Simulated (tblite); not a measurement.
Start geometry of `C1=CC(c2ccco2)=C[SiH2]1` from a force field or distance geometry (Å):
```
atom  x, y, z in Å
C1    -2.668   -0.250   -0.691
C2    -1.386   -0.204   -1.062
C3    -0.409   -0.025    0.043
C4     1.004    0.062   -0.082
C5     1.808   -0.029   -1.200
C6     3.155    0.103   -0.808
C7     3.129    0.263    0.552
O8     1.858    0.237    1.009
C9    -0.995    0.080    1.256
Si10  -2.864   -0.045    1.165
H11   -3.532   -0.377   -1.340
H12   -1.056   -0.310   -2.077
H13    1.448   -0.166   -2.209
H14    4.046    0.086   -1.431
H15    3.884    0.404    1.315
H16   -0.503    0.226    2.214
H17   -3.539    1.226    1.525
H18   -3.386   -1.274    1.810
```

Question: What comes out of this run: GFN2-xTB geometry optimisation, gas phase in tblite?

Answer: 
```
atom  x, y, z in Å
C1    -2.633   -0.246   -0.702
C2    -1.331   -0.199   -0.995
C3    -0.417   -0.010    0.138
C4     1.008    0.054   -0.079
C5     1.764   -0.033   -1.226
C6     3.111    0.100   -0.828
C7     3.087    0.257    0.524
O8     1.829    0.232    0.985
C9    -1.012    0.093    1.347
Si10  -2.875   -0.046    1.159
H11   -3.384   -0.381   -1.462
H12   -0.929   -0.288   -1.993
H13    1.407   -0.174   -2.225
H14    3.976    0.081   -1.459
H15    3.870    0.392    1.244
H16   -0.434    0.233    2.245
H17   -3.599    1.175    1.518
H18   -3.446   -1.233    1.798
```

The energy falls by 0.227 eV over 35 L-BFGS steps, the largest force on an atom goes from 2.03 to 0.007 eV/Å, and the atoms move by 0.084 Å rms after alignment. The bond that changes most is C4–O8 (substituted aromatic carbon to furan-type oxygen), which shortens by 0.041 Å. Bonds longer at the end by more than 0.005 Å: 3 of 19; shorter: 11. Among the angles that change most is Si10–C9–H16, from 120.1° to 128.7°. Rotational constants go from 3693, 645.7, 553.5 to 3732, 655.6, 561.3 MHz. The orientation of the end geometry is arbitrary; only internal coordinates are fixed.

Its GFN2-xTB frequencies are all real (lowest 48 cm⁻¹). One conformer, not necessarily the lowest. 3 starts were optimised and ended at 0.00, 0.00 and 0.06 kcal/mol (GFN2-xTB); the lowest of these is shown.

All values are computed, not measured.
